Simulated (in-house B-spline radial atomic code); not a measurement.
## B97-1 excitations of Rb⁺

Method: B97-1. Computed with an all-electron radial atomic-structure program (B-spline basis): linear response of the closed shell [Ar] 3d10 4s2 4p6 with the functional's adiabatic kernel; scalar-relativistic (spin-free one-electron X2C), finite nucleus, no spin-orbit coupling, no double excitations, S, P, D and F terms only; shells from n = 2 respond. Only terms of natural parity with L up to 3 were computed.

Command:
```bash
python run_td.py task.json out
```
Settings (radii: box in bohr, nucleus in fm):
```
Z                        37
electrons                36
configuration            [Ar] 3d10 4s2 4p6
hamiltonian              x2c
method                   b97_1
box_radius               41.61
rms_radius               4.2036
intervals                75
```

Run time, properties included: 3.8 s on 1 thread of Arm Neoverse N1, on a shared host.

The lowest states, in the order of their Tamm-Dancoff energies; the method's threshold (minus the highest occupied level) is 23.049 eV. Labels give the largest channel, * marks a mixed state, and oscillator strengths are full-response dipole values. Semilocal kernels can invert the small singlet-triplet splittings of Rydberg terms. Energies in eV:

| state | full response | Tamm-Dancoff | oscillator strength |
| --- | --- | --- | --- |
| 4p → 5s 3P | 16.066 | 16.078 | - |
| 4p → 5s 1P | 16.290 | 16.299 | 0.443 |
| 4p → 4d 3P | 17.529 | 17.572 | - |
| 4p → 4d 3F | 17.697 | 17.755 | - |
| 4p → 5p 3S | 18.232 | 18.250 | - |
| 4p → 4d 1F | 18.361 | 18.367 | - |
| 4p → 5p 3D | 18.537 | 18.547 | - |
| 4p → 5p 1D | 18.692 | 18.695 | - |
| 4p → 5p 1S | ? | ? | - |
| 4p → 4d 1P | 19.953 | 20.090 | 1.44 |
| 4p → 6s 3P | ? | ? | - |
| 4p → 6s 1P | 20.574 | 20.576 | 0.0954 |
| 4p → 5d 3P | 21.072 | 21.077 | - |
| 4p → 6p 3S | 21.109 | 21.112 | - |
| 4p → 5d 3F | 21.115 | 21.121 | - |
| 4p → 6p 3D | 21.143 | 21.145 | - |

Where does 4p → 5p 1S lie?

At 19.304 eV in full response, 19.369 eV in Tamm-Dancoff.

Where does 4p → 6s 3P lie?

At 20.520 eV in full response, 20.522 eV in Tamm-Dancoff.

How large is the singlet-triplet splitting of 4p → 5s (P terms) in Tamm-Dancoff?

0.221 eV, from the unrounded values.

What polarisabilities and dispersion coefficient does the method give?

Dipole 9.326 bohr³, quadrupole 37.37 bohr⁵, C6 56.71 hartree·bohr⁶ for two such species.
